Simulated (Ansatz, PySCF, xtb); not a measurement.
Energy difference R1 + R2 → P1 + P2, each structure at its B3LYP-D3(BJ)/def2-TZVP stationary point, reached from a drawn start (curvature not checked).
R1: Cl2CrO2 (SMILES [O]=[Cr](=[O])([Cl])[Cl]), charge 0, multiplicity 1.
P1, ClCrHO2 (SMILES [O]=[CrH](=[O])[Cl]) (charge 0, multiplicity 1):
```xyz
5

Cr     0.0989    -0.0130     0.0130
O      0.9438     1.0423     0.7768
O      0.9438    -0.7768    -1.0423
H     -0.7474     0.9128    -0.9128
Cl    -1.2393    -1.1653     1.1653
```
R2, H2 (SMILES [H][H]) (charge 0, multiplicity 1):
```csv
atom,x (Å),y (Å),z (Å)
H,0.0000,0.0000,0.3720
H,0.0000,0.0000,-0.3720
```
P2: HCl (SMILES Cl), charge 0, multiplicity 1.

| level | reaction energy (kcal/mol) |
|---|---|
| GFN2-xTB | 0.83 |
| HF/def2-SVP | -2.54 |
| PBE-D3(BJ)/def2-TZVPP | 23.49 |
| BLYP/def2-TZVPP | 22.10 |
| revPBE-D3(BJ)/def2-TZVPP | 24.41 |
| r2SCAN-D4/def2-TZVPP | 24.33 |
| B97M-V/def2-TZVPP | 21.29 |
| B3LYP-D3(BJ)/def2-TZVPP | 20.22 |
| PBE0-D3(BJ)/def2-TZVPP | 18.45 |
| M06-2X/def2-TZVPP | 14.75 |
| CAM-B3LYP-D4/def2-TZVPP | 15.84 |
| SCS-MP2/def2-QZVPP | 37.41 |
| CCSD/def2-SVP | 8.40 |
| CCSD(T)/CBS(def2-TZVPP, def2-QZVPP) | 17.49 |

P less R. No zero-point or thermal terms; no spin–orbit coupling.

Frozen-core correlation throughout. CBS(a, b) extrapolates the correlation energy as X⁻³ and adds the Hartree–Fock energy of set b.

Codes used: Ansatz (an electronic-structure program); PySCF for M06-2X and the D3/D4 terms; xtb for the GFN methods. No computed number here is a measurement.
